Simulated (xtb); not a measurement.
xtb input (GFN1-xTB):

```bash
xtb mol.xyz --gfn 1 --sp --chrg 0 --uhf 0
```
mol.xyz:
```
17

Si    -0.00839869     3.03420372    -0.68977613
O      0.29357424     1.59785126     0.05593234
Si    -0.00423347     0.01670000     0.05419155
Cl     0.14080898    -0.68595093    -1.87913256
O     -1.49096898    -0.26717211     0.59962297
Si    -2.70986955    -1.36972976     0.69655254
O      1.07533719    -0.74976445     0.96811366
Si     2.63658409    -1.25799527     1.08713932
H     -1.45902093     3.17489996    -0.94542154
H      0.73007492     3.09342677    -1.96916424
H      0.45308206     4.10944651     0.21123025
H     -3.38804916    -1.47525873    -0.61284826
H     -2.16628605    -2.69045124     1.08335475
H     -3.66014056    -0.89398544     1.72203619
H      2.86129290    -1.68233810     2.48367457
H      3.55495055    -0.15093286     0.74008305
H      2.85965023    -2.39545990     0.16945464
```

Output:

```
           -------------------------------------------------
          |                Calculation Setup                |
           -------------------------------------------------

           -------------------------------------------------
          |                 G F N 1 - x T B                 |
           -------------------------------------------------

        Reference                      10.1021/acs.jctc.7b00118
      * Hamiltonian:
        H0-scaling (s, p, d)           1.850000    2.250000    2.000000
        zeta-weighting                 0.000000
      * Dispersion:
        s8                             2.400000
        a1                             0.630000
        a2                             5.000000
        s9                             0.000000
      * Repulsion:
        kExp                           1.500000
        rExp                           1.000000
      * Coulomb:
        alpha                          2.000000
        third order                    atomic
        anisotropic                    false
      * Halogen bond correction:
        rad-scale                      1.300000
        damping                        0.440000

          ...................................................
          :                      SETUP                      :
          :.................................................:
          :  # basis functions                  80          :
          :  # atomic orbitals                  75          :
          :  # shells                           39          :
          :  # electrons                        50          :
          :  # halogen bonds                     3          :
          :  max. iterations                   250          :
          :  Hamiltonian                  GFN1-xTB          :
          :  restarted?                      false          :
          :  GBSA solvation                  false          :
          :  PC potential                    false          :
          :  electronic temp.          300.0000000     K    :
          :  accuracy                    1.0000000          :
          :  -> integral cutoff          0.2500000E+02      :
          :  -> integral neglect         0.1000000E-07      :
          :  -> SCF convergence          0.1000000E-05 Eh   :
          :  -> wf. convergence          0.2000000E-04 e    :
          :  Broyden damping             0.4000000          :
          :  net charge                          0          :
          :  unpaired electrons                  0          :
          ...................................................

 iter      E             dE          RMSdq      gap      omega  full diag
   1    -31.2842368 -0.312842E+02  0.717E+00    7.16       0.0  T
   2    -31.3243060 -0.400692E-01  0.409E+00    7.17       1.0  T
   3    -31.3023537  0.219523E-01  0.947E-01    7.05       1.0  T
   4    -31.3254681 -0.231143E-01  0.421E-01    7.13       1.0  T
   5    -31.3303337 -0.486560E-02  0.106E-01    7.21       1.0  T
   6    -31.3304911 -0.157396E-03  0.673E-02    7.17       1.0  T
   7    -31.3305573 -0.662403E-04  0.230E-02    7.18       1.1  T
   8    -31.3305649 -0.755459E-05  0.980E-03    7.19       2.5  T
   9    -31.3305666 -0.171563E-05  0.664E-04    7.18      36.5  T
  10    -31.3305666 -0.858633E-08  0.119E-04    7.18     203.0  T
  11    -31.3305666 -0.190330E-09  0.357E-05    7.18     678.8  T

   *** convergence criteria satisfied after 11 iterations ***

         #    Occupation            Energy/Eh            Energy/eV
      -------------------------------------------------------------
         1        2.0000           -0.8958287             -24.3767
       ...           ...                  ...                  ...
        19        2.0000           -0.4571275             -12.4391
        20        2.0000           -0.4487746             -12.2118
        21        2.0000           -0.4484841             -12.2039
        22        2.0000           -0.4484210             -12.2022
        23        2.0000           -0.4475820             -12.1793
        24        2.0000           -0.4469304             -12.1616
        25        2.0000           -0.4468315             -12.1589 (HOMO)
        26                         -0.1828100              -4.9745 (LUMO)
        27                         -0.1774450              -4.8285
        28                         -0.1774319              -4.8282
        29                         -0.1511558              -4.1132
        30                         -0.1510090              -4.1092
       ...                                ...                  ...
        75                          1.6602174              45.1768
      -------------------------------------------------------------
                  HL-Gap            0.2640215 Eh            7.1844 eV
             Fermi-level           -0.3148207 Eh           -8.5667 eV

 SCC (total)                   0 d,  0 h,  0 min,  0.029 sec
 SCC setup                      ...        0 min,  0.000 sec (  0.489%)
 Dispersion                     ...        0 min,  0.000 sec (  0.199%)
 classical contributions        ...        0 min,  0.000 sec (  0.119%)
 integral evaluation            ...        0 min,  0.007 sec ( 25.037%)
 iterations                     ...        0 min,  0.007 sec ( 25.500%)
 molecular gradient             ...        0 min,  0.014 sec ( 48.011%)
 printout                       ...        0 min,  0.000 sec (  0.593%)

         :::::::::::::::::::::::::::::::::::::::::::::::::::::
         ::                     SUMMARY                     ::
         :::::::::::::::::::::::::::::::::::::::::::::::::::::
         :: total energy             -31.156732611782 Eh    ::
         :: gradient norm              0.077069351475 Eh/a0 ::
         :: HOMO-LUMO gap              7.184389835229 eV    ::
         ::.................................................::
         :: SCC energy               -31.330566585728 Eh    ::
         :: -> electrostatic           0.075992976787 Eh    ::
         :: repulsion energy           0.182541818215 Eh    ::
         :: dispersion energy         -0.008707844270 Eh    ::
         :: halogen bond corr.         0.000000000000 Eh    ::
         :: add. restraining           0.000000000000 Eh    ::
         :: total charge              -0.000000000000 e     ::
         :::::::::::::::::::::::::::::::::::::::::::::::::::::

           -------------------------------------------------
          |                Property Printout                |
           -------------------------------------------------

    * Orbital Energies and Occupations

         #    Occupation            Energy/Eh            Energy/eV
      -------------------------------------------------------------
         1        2.0000           -0.8958287             -24.3767
       ...           ...                  ...                  ...
        13        2.0000           -0.5575730             -15.1723
        14        2.0000           -0.5292079             -14.4005
        15        2.0000           -0.5291521             -14.3990
        16        2.0000           -0.5242646             -14.2660
        17        2.0000           -0.4817078             -13.1079
        18        2.0000           -0.4571915             -12.4408
        19        2.0000           -0.4571275             -12.4391
        20        2.0000           -0.4487746             -12.2118
        21        2.0000           -0.4484841             -12.2039
        22        2.0000           -0.4484210             -12.2022
        23        2.0000           -0.4475820             -12.1793
        24        2.0000           -0.4469304             -12.1616
        25        2.0000           -0.4468315             -12.1589 (HOMO)
        26                         -0.1828100              -4.9745 (LUMO)
        27                         -0.1774450              -4.8285
        28                         -0.1774319              -4.8282
        29                         -0.1511558              -4.1132
        30                         -0.1510090              -4.1092
        31                         -0.1455732              -3.9612
        32                         -0.1447893              -3.9399
        33                         -0.1446221              -3.9354
        34                         -0.1435858              -3.9072
        35                         -0.1056892              -2.8759
        36                         -0.0678204              -1.8455
       ...                                ...                  ...
        75                          1.6602174              45.1768
      -------------------------------------------------------------
                  HL-Gap            0.2640215 Eh            7.1844 eV
             Fermi-level           -0.3148207 Eh           -8.5667 eV

  Mulliken/CM5 charges         n(s)   n(p)   n(d)
     1Si    0.39481  0.15346   1.208  1.687  0.710
     2O    -0.35063 -0.36552   1.624  4.727  0.000
     3Si    0.67155  0.63267   0.795  1.265  1.268
     4Cl   -0.13053 -0.08395   1.890  5.254 -0.013
     5O    -0.35061 -0.36549   1.624  4.727  0.000
     6Si    0.39489  0.15353   1.208  1.687  0.710
     7O    -0.35040 -0.36528   1.624  4.727  0.000
     8Si    0.39476  0.15342   1.208  1.687  0.710
     9H    -0.07389  0.01049   1.074  0.000  0.000
    10H    -0.07665  0.00783   1.077  0.000  0.000
    11H    -0.07410  0.01070   1.074  0.000  0.000
    12H    -0.07660  0.00789   1.077  0.000  0.000
    13H    -0.07393  0.01045   1.074  0.000  0.000
    14H    -0.07407  0.01074   1.074  0.000  0.000
    15H    -0.07417  0.01064   1.074  0.000  0.000
    16H    -0.07376  0.01061   1.074  0.000  0.000
    17H    -0.07667  0.00782   1.077  0.000  0.000

Wiberg/Mayer (AO) data.
largest (>0.10) Wiberg bond orders for each atom

 ---------------------------------------------------------------------------
     #   Z sym  total        # sym  WBO       # sym  WBO       # sym  WBO
 ---------------------------------------------------------------------------
     1  14 Si   4.194 --     2 O    1.282    10 H    0.939     9 H    0.939
                            11 H    0.939
     2   8 O    2.575 --     1 Si   1.282     3 Si   1.207
     3  14 Si   5.154 --     4 Cl   1.277     7 O    1.208     5 O    1.208
                             2 O    1.207
     4  17 Cl   1.374 --     3 Si   1.277
     5   8 O    2.575 --     6 Si   1.282     3 Si   1.208
     6  14 Si   4.194 --     5 O    1.282    12 H    0.939    13 H    0.939
                            14 H    0.939
     7   8 O    2.575 --     8 Si   1.282     3 Si   1.208
     8  14 Si   4.194 --     7 O    1.282    16 H    0.939    17 H    0.939
                            15 H    0.939
     9   1 H    0.989 --     1 Si   0.939
    10   1 H    0.989 --     1 Si   0.939
    11   1 H    0.991 --     1 Si   0.939
    12   1 H    0.989 --     6 Si   0.939
    13   1 H    0.989 --     6 Si   0.939
    14   1 H    0.991 --     6 Si   0.939
    15   1 H    0.991 --     8 Si   0.939
    16   1 H    0.989 --     8 Si   0.939
    17   1 H    0.989 --     8 Si   0.939
 ---------------------------------------------------------------------------

Topologies differ in total number of bonds
Writing topology from bond orders to xtbtopo.mol

 dipole moment from electron density (au)
     X       Y       Z
  -0.0118   0.0600   0.1564  total (Debye):    0.427

           -------------------------------------------------
          | TOTAL ENERGY              -31.156732611782 Eh   |
          | GRADIENT NORM               0.077069351475 Eh/α |
          | HOMO-LUMO GAP               7.184389835229 eV   |
           -------------------------------------------------

------------------------------------------------------------------------
Note: The following floating-point exceptions are signalling: IEEE_DENORMAL
normal termination of xtb
------------------------------------------------------------------------
 total:
 SCF:
```
